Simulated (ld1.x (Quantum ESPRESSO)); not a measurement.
**Which change was made? (B, TM)**

B (Z = 5), norm-conserving Troullier–Martins (Kleinman–Bylander form), made with ld1.x (Quantum ESPRESSO) 7.5 (PBE, scalar-relativistic). Core [He], reference 2s1.5 2p0 (charge +1.5). Waves: 2s (bound): rc 0.90 bohr; 2p (bound, empty): rc 3.20 bohr. Local part: all-electron potential smoothed inside 3.00 bohr (lloc = -1). Core correction: a·sin(br)/r model core inside 0.70 bohr.

Cutoffs, loose and tight: the cutoffs (Ry, on a coarse ladder) from which the occupation-weighted sum of valence levels, in a spherical-Bessel basis at the reference potential, stays within 10 and 1 mRy of its value at 400 Ry. They do not see the model core or the augmentation charge, which bear on the density cutoff. Test errors are all-electron minus pseudo excitation energies from the reference, over the configurations 2s2 2p1; 2s2 2p0; 2s1 2p0; 2s2 2p1.3; 2s1 2p1; 2s1 2p2; 2s2 2p0.5; variants that change the core or the reference have their own tests. The largest error is taken over the tests solved by every variant that gives reliable tests at all, those not shown here included: 2s1 2p0; 2s1 2p1; 2s2 2p0; 2s2 2p0.5.

The base gives: outcome: generated; cutoff, loose: 80 Ry; cutoff, tight: 180 Ry; bound ghosts: none; largest test error (meV): +125.

Problem. After one change the result is: outcome: generated; cutoff, loose: 80 Ry; cutoff, tight: 180 Ry; bound ghosts: none; largest test error (meV): +46. Which change was it?
A. wave 2p (bound): rc 3.20 bohr becomes 2p (bound): rc 3.92 bohr
B. wave 2p (bound): rc 3.20 bohr becomes 2p (bound): rc 2.10 bohr
C. wave 2p (bound): rc 3.20 bohr becomes 2p (bound): rc 2.94 bohr
D. wave 2p (bound): rc 3.20 bohr becomes 2p (bound): rc 2.38 bohr

Solution. B. The others give: wave 2p (bound): rc 3.20 bohr becomes 2p (bound): rc 2.94 bohr → outcome: generated; cutoff, loose: 80 Ry; cutoff, tight: 180 Ry; bound ghosts: none; largest test error (meV): +100 | wave 2p (bound): rc 3.20 bohr becomes 2p (bound): rc 3.92 bohr → outcome: generated; cutoff, loose: 80 Ry; cutoff, tight: 180 Ry; bound ghosts: none; largest test error (meV): +231 | wave 2p (bound): rc 3.20 bohr becomes 2p (bound): rc 2.38 bohr → outcome: generated; cutoff, loose: 80 Ry; cutoff, tight: 180 Ry; bound ghosts: none; largest test error (meV): +59.
